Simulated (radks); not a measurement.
Problem. He I, 2 electrons, occupied as 1s1.5 2s0.5 (fractional occupations, a model configuration). Method: non-relativistic Kohn-Sham, BLYP, spin-polarised, spherical densities, point nucleus; open shells are filled with parallel spins first; computed with a radial shooting solver on a logarithmic mesh with Libxc functionals. Some entries of the table are withheld. Estimate them.

orbital  occ.  eigenvalue (eV)  <r^2> (bohr^2)
1s up       1              (1)             (2)
1s down   0.5              (3)             (4)
2s up     0.5          -1.6006             (5)

Solution. 
(1) 1s up eigenvalue (eV): -25.3488
(2) 1s up <r^2> (bohr^2): 0.9661
(3) 1s down eigenvalue (eV): -21.9944
(4) 1s down <r^2> (bohr^2): 1.090
(5) 2s up <r^2> (bohr^2): 36.16
